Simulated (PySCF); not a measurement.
## Energy of Eu²⁺ (europium, charge +2) between two integer charges

The 4f alpha orbital of [Xe] 4f7 is emptied in steps (occupation f), with all orbitals relaxed, ending at [Xe] 4f6. Computed with PySCF 2.14 in def2-TZVP with the def2 core potential (28 electrons) (10s7p5d4f1g, 93 functions), with scalar relativity through the core potential. The exact energy is a straight line in f; departures are measured from the line between the end points of the same method.

Among UHF, LDA, PBE, which shows the largest delocalisation error (convex curve), and which is closest to linear?

Most convex: LDA (-2.272 eV at f = 0.5); closest to linear: UHF (1.219 eV).

```csv
f,UHF (eV),LDA (eV),PBE (eV)
1,0.000,0.000,0.000
0.75,0.946,-1.683,-1.630
0.5,1.219,-2.272,-2.197
0.25,0.883,-1.724,-1.665
0,0.000,0.000,0.000
```

```
method  E(f=0) − E(f=1) (eV)  −ε at f=1 (eV)  −ε at f=0.5 (eV)
   UHF                22.804          28.024            22.637
   LDA                27.016          18.154            26.906
   PBE                26.565          17.970            26.472
```

Reference removal energy between the ground levels: 24.84 ± 0.03 eV (semi-empirical (NIST evaluation); NIST Atomic Spectra Database, ionization energies). The calculation has no spin-orbit coupling. The determinant left behind need not be the lowest term of the ion. UHF lacks correlation.
